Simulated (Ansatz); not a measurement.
`[SiH3][GeH]1[CH2][NH]1` + `CNCS` → `CNCS[SiH3]` + `[CH2]1[NH][GeH2]1`  (cleavage of the Si–Ge bond)

Isolated molecules relaxed with PBE0-D4/def2-TZVP in Ansatz; ΔE leaves out vibrations. CCSD(T)/CBS adds triple-zeta CCSD(T) − MP2 to the extrapolated MP2 energy (def2 sets, frozen cores). DFT in def2-TZVPP. For Ge outer-core shells are correlated without core-valence functions, which leaves a few kJ/mol of doubt a bond. Scalar relativity is left out up to krypton. One conformer a species, not always the lowest.

(1) Is it downhill or uphill in electronic energy at CCSD(T)/CBS, and by how much? (Best estimate.)

(2) What do these levels give: r2SCAN-D4, ωB97M-V, PBE, r2SCAN, PBE0, HF/def2-TZVPP, MP2/def2-TZVPP, SCS-MP2/def2-TZVPP, CCSD/def2-TZVPP, HF/def2-QZVPP, HF/CBS(def2), CCSD/CBS(def2)? (Best estimate.)

Largest T1 diagnostic among the species: 0.013.

Answers

(1) Computed: Downhill: ΔE = -0.38 eV.

(2) Computed: r2SCAN-D4 -0.43, ωB97M-V -0.41, PBE -0.35, r2SCAN -0.42, PBE0 -0.36, HF/def2-TZVPP -0.44, MP2/def2-TZVPP -0.42, SCS-MP2/def2-TZVPP -0.41, CCSD/def2-TZVPP -0.36, HF/def2-QZVPP -0.45, HF/CBS(def2) -0.45, CCSD/CBS(def2) -0.38 eV.

The D4 term adds −0.03 eV with B3LYP and −0.02 eV with PBE0; it sums over pairs of atoms, weighted by their polarisabilities, and B3LYP, whose exchange is more repulsive, gets the larger term.

B3LYP here is the variant with VWN-RPA as its local correlation; programs differ in this.
